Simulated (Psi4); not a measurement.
thienothiophene (C6H4S2), singlet, at a GFN2-xTB geometry; Psi4 1.11 with M06-2X/STO-3G.

Here is a job for Psi4.
```
memory 2 GB

molecule mol {
0 1
  C     2.220031   -0.077972    0.449428
  C     1.634818    0.097874   -0.761832
  C     0.228895    0.090827   -0.649381
  S    -1.091064    0.255870   -1.751773
  C    -2.220031    0.077972   -0.449428
  C    -1.634818   -0.097874    0.761832
  C    -0.228895   -0.090827    0.649381
  S     1.091064   -0.255870    1.751773
  H     3.267548   -0.116520    0.673855
  H     2.171509    0.225438   -1.683494
  H    -3.267548    0.116520   -0.673855
  H    -2.171509   -0.225438    1.683494
}

set basis sto-3g
set reference rks

energy('m06-2x')
print_variables()
```

Output, abridged:

```
   => Loading Basis Set <=

    Name: STO-3G
    Role: ORBITAL
    Keyword: BASIS

         ---------------------------------------------------------
                                   SCF
               by Justin Turney, Rob Parrish, Andy Simmonett
                          and Daniel G. A. Smith
                              RKS Reference
         ---------------------------------------------------------

  ==> Geometry <==

    Molecular point group: ci
    Full point group: Ci

    Geometry (in Angstrom), charge = 0, multiplicity = 1:

       Center              X                  Y                   Z               Mass
    ------------   -----------------  -----------------  -----------------  -----------------
         C            2.220031000000    -0.077972000000     0.449428000000    12.000000000000
         C            1.634818000000     0.097874000000    -0.761832000000    12.000000000000
         C            0.228895000000     0.090827000000    -0.649381000000    12.000000000000
         S           -1.091064000000     0.255870000000    -1.751773000000    31.972071174400
         C           -2.220031000000     0.077972000000    -0.449428000000    12.000000000000
         C           -1.634818000000    -0.097874000000     0.761832000000    12.000000000000
         C           -0.228895000000    -0.090827000000     0.649381000000    12.000000000000
         S            1.091064000000    -0.255870000000     1.751773000000    31.972071174400
         H            3.267548000000    -0.116520000000     0.673855000000     1.007825032230
         H            2.171509000000     0.225438000000    -1.683494000000     1.007825032230
         H           -3.267548000000     0.116520000000    -0.673855000000     1.007825032230
         H           -2.171509000000    -0.225438000000     1.683494000000     1.007825032230

  Running in ci symmetry.

  Rotational constants: A =      0.11288  B =      0.04458  C =      0.03196 [cm^-1]
  Rotational constants: A =   3384.07602  B =   1336.51261  C =    958.11362 [MHz]
  Nuclear repulsion =  478.035833451215012

  Charge       = 0
  Multiplicity = 1
  Electrons    = 72
  Nalpha       = 36
  Nbeta        = 36

  ==> Algorithm <==

  SCF Algorithm Type is DF.
  DIIS enabled.
  MOM disabled.
  Fractional occupation disabled.
  Guess Type is SAD.
  Energy threshold   = 1.00e-06
  Density threshold  = 1.00e-06
  Integral threshold = 1.00e-12

  ==> Primary Basis <==

  Basis Set: STO-3G
    Blend: STO-3G
    Number of shells: 32
    Number of basis functions: 52
    Number of Cartesian functions: 52
    Spherical Harmonics?: true
    Max angular momentum: 1

  ==> DFT Potential <==

   => LibXC <=

    Version 7.1.2
    S. Lehtola, C. Steigemann, M. J. T. Oliveira, and M. A. L. Marques,  SoftwareX 7, 1–5 (2018) (10.1016/j.softx.2017.11.002)

   => Composite Functional: M06-2X <=

    Hybrid M06-2X Meta-GGA XC Functional  (10.1007/s00214-007-0310-x)
    Y. Zhao and D. G. Truhlar,  Theor. Chem. Acc., 120, 215, 2008

    Deriv               =              1
    GGA                 =           TRUE
    Meta                =           TRUE

    Exchange Hybrid     =           TRUE
    MP2 Hybrid          =          FALSE

   => Exchange Functionals <=

    1.0000   XC_HYB_MGGA_X_M06_2X

   => Exact (HF) Exchange <=

    0.5400               HF

   => Correlation Functionals <=

    1.0000   XC_MGGA_C_M06_2X

   => LibXC Density Thresholds  <==

    XC_MGGA_C_M06_2X:  1.00E-12
    XC_HYB_MGGA_X_M06_2X:  1.00E-15

   => Molecular Quadrature <=

    Radial Scheme          =       TREUTLER
    Pruning Scheme         =           NONE
    Nuclear Scheme         =       TREUTLER

    Blocking Scheme        =         OCTREE
    BS radius alpha        =              1
    Pruning alpha          =              1
    Radial Points          =             75
    Spherical Points       =            302
    Total Points           =         247372
    Total Blocks           =           1904
    Max Points             =            256
    Max Functions          =             47
    Weights Tolerance      =       1.00E-15

   => Loading Basis Set <=

    Name: (STO-3G AUX)
    Role: JKFIT
    Keyword: DF_BASIS_SCF

  ==> Integral Setup <==

  SCF_SUBTYPE=INCORE selected. In-core MEM_DF algorithm will be used.
  Using in-core AOs.

  ==> MemDFJK: Density-Fitted J/K Matrices <==

    J tasked:                   Yes
    K tasked:                   Yes
    wK tasked:                   No
    Algorithm:                 Core
    Schwarz Cutoff:           1E-12
    Mask sparsity (%):       5.8432
    Fitting Condition:        1E-10

   => Auxiliary Basis Set <=

  Basis Set: (STO-3G AUX)
    Blend: DEF2-UNIVERSAL-JKFIT
    Number of shells: 250
    Number of basis functions: 778
    Number of Cartesian functions: 924
    Spherical Harmonics?: true
    Max angular momentum: 4

  Minimum eigenvalue in the overlap matrix is 1.8413959661E-01.
  Reciprocal condition number of the overlap matrix is 8.0383317508E-02.
    Using symmetric orthogonalization.

  ==> Pre-Iterations <==

  SCF Guess: Superposition of Atomic Densities via on-the-fly atomic UHF (no occupation information).

   -------------------------
    Irrep   Nso     Nmo
   -------------------------
     Ag        26      26
     Au        26      26
   -------------------------
    Total      52      52
   -------------------------

  ==> Iterations <==

                           Total Energy        Delta E     RMS |[F,P]|

   @DF-RKS iter SAD: -1012.63552472103117   -1.01264e+03   0.00000e+00
   @DF-RKS iter   1: -1015.82144113428785   -3.18592e+00   3.72841e-03 DIIS/ADIIS
   @DF-RKS iter   2: -1015.83254746393709   -1.11063e-02   2.68096e-03 DIIS/ADIIS
   @DF-RKS iter   3: -1015.83806398738614   -5.51652e-03   6.23443e-04 DIIS/ADIIS
   @DF-RKS iter   4: -1015.83840859352790   -3.44606e-04   2.47761e-04 DIIS/ADIIS
   @DF-RKS iter   5: -1015.83846661413486   -5.80206e-05   5.74278e-05 DIIS
   @DF-RKS iter   6: -1015.83847262037682   -6.00624e-06   1.14891e-05 DIIS
   @DF-RKS iter   7: -1015.83847284615672   -2.25780e-07   5.26352e-06 DIIS
   @DF-RKS iter   8: -1015.83847287778462   -3.16279e-08   4.41718e-07 DIIS
  Energy and wave function converged.

  ==> Post-Iterations <==

   Electrons on quadrature grid:
      Ntotal   =   71.9998997748 ; deviation = -1.002e-04

    Orbital Energies [Eh]
    ---------------------

    Doubly Occupied:

       1Au   -88.847849     1Ag   -88.847847     2Au   -10.358300
       2Ag   -10.358292     3Ag   -10.356622     3Au   -10.356620
       4Au   -10.351822     4Ag   -10.351560     5Au    -8.020466
       5Ag    -8.020422     6Ag    -5.884414     6Au    -5.884414
       7Au    -5.879810     7Ag    -5.879754     8Au    -5.872707
       8Ag    -5.872682     9Ag    -0.944278     9Au    -0.874017
      10Au    -0.786115    10Ag    -0.728950    11Ag    -0.721565
      11Au    -0.607398    12Ag    -0.574394    12Au    -0.532350
      13Au    -0.497285    13Ag    -0.473604    14Au    -0.409763
      14Ag    -0.394516    15Ag    -0.373188    15Au    -0.372839
      16Au    -0.334760    16Ag    -0.319140    17Ag    -0.298813
      18Ag    -0.253359    17Au    -0.187824    18Au    -0.178358

    Virtual:

      19Ag     0.125545    19Au     0.220802    20Au     0.266386
      20Ag     0.280861    21Ag     0.292650    21Au     0.317236
      22Ag     0.376910    22Au     0.497649    23Au     0.538533
      23Ag     0.540622    24Ag     0.601068    24Au     0.622539
      25Au     0.700570    25Ag     0.704321    26Ag     0.812967
      26Au     0.862586

    Final Occupation by Irrep:
             Ag    Au
    DOCC [    18,   18 ]
    NA   [    18,   18 ]
    NB   [    18,   18 ]

  @DF-RKS Final Energy: -1015.83847287778462

   => Energetics <=

    Nuclear Repulsion Energy =            478.0358334512150122
    One-Electron Energy =               -2352.2691416277948520
    Two-Electron Energy =                 899.3111485318770519
    DFT Exchange-Correlation Energy =     -40.9163132330818229
    Empirical Dispersion Energy =           0.0000000000000000
    VV10 Nonlocal Energy =                  0.0000000000000000
    Total Energy =                      -1015.8384728777846249

Computation Completed

Properties will be evaluated at   0.000000,   0.000000,   0.000000 [a0]

Properties computed using the SCF density matrix

 Multipole Moments:

 ------------------------------------------------------------------------------------
     Multipole            Electronic (a.u.)      Nuclear  (a.u.)        Total (a.u.)
 ------------------------------------------------------------------------------------

 L = 1.  Multiply by 2.5417464519 to convert [e a0] to [Debye]
 Dipole X            :          0.0000000            0.0000000            0.0000000
 Dipole Y            :          0.0000000            0.0000000            0.0000000
 Dipole Z            :          0.0000000            0.0000000            0.0000000
 Magnitude           :                                                    0.0000000

 ------------------------------------------------------------------------------------

  Variable Map:
  ----------------------------------------------------------------------------
  "CURRENT ENERGY"              =>   -1015.838472877785
  "CURRENT REFERENCE ENERGY"    =>   -1015.838472877785
  "DD SOLVATION ENERGY"         =>       0.000000000000
  "DFT FUNCTIONAL TOTAL ENERGY" =>   -1015.838472877785
  "DFT TOTAL ENERGY"            =>   -1015.838472877785
  "DFT VV10 ENERGY"             =>       0.000000000000
  "DFT XC ENERGY"               =>     -40.916313233082
  "GRID ELECTRONS ALPHA"        =>      35.999949887380
  "GRID ELECTRONS BETA"         =>      35.999949887380
  "GRID ELECTRONS TOTAL"        =>      71.999899774760
  "NUCLEAR REPULSION ENERGY"    =>     478.035833451215
  "ONE-ELECTRON ENERGY"         =>   -2352.269141627795
  "PCM POLARIZATION ENERGY"     =>       0.000000000000
  "PE ENERGY"                   =>       0.000000000000
  "SCF ITERATION ENERGY"        =>   -1015.838472877785
  "SCF ITERATIONS"              =>       8.000000000000
  "SCF TOTAL ENERGY"            =>   -1015.838472877785
  "TWO-ELECTRON ENERGY"         =>     899.311148531877
  "XC GRID RADIAL POINTS"       =>      75.000000000000
  "XC GRID SPHERICAL POINTS"    =>     302.000000000000
  "XC GRID TOTAL POINTS"        =>  247372.000000000000

  Array Variable Map:
  ----------------------------------------------------------------------------
  "CURRENT DIPOLE"              =>       0.000000000000 ... 0.000000000000 1 by 3
  "SCF DIPOLE"                  =>       0.000000000000 ... 0.000000000000 1 by 3
  "SCF TOTAL ENERGIES"          =>   -1012.635524721031 ... -1015.838472877785 1 by 9
```
